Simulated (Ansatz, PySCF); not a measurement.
HO4S, SMILES O=S(=O)([O-])O, charge -1.

Geometry: PBE0-D3(BJ)/def2-SVPD. One conformer was computed; it need not be the lowest.

Estimates of the vertical detachment energy (IE) of the anion in eV. Rows of orbital energies are one-electron estimates, which approximate functionals can put far too low.

| level | IE |
|---|---|
| −ε(HOMO), −ε(LUMO), r2SCAN/def2-SVPD (PySCF) | 1.37 |
| −ε(HOMO), −ε(LUMO), PBE/def2-SVPD (PySCF) | 1.03 |
| ΔSCF, CAM-B3LYP/def2-SVPD (Ansatz), final states of multiplicity 2 | 5.29 |
| ΔSCF, PBE/def2-SVPD (Ansatz), final states of multiplicity 2 | 4.56 |

Task: What vertical singlet–triplet gap does ΔSCF give with CAM-B3LYP/def2-SVPD (Ansatz, a quantum-chemistry and plane-wave program) and with PBE/def2-SVPD (Ansatz)? (An estimate is asked for; the answer gives what the named calculation found.)

Result: 6.10 and 5.18 eV (triplet above singlet where positive).
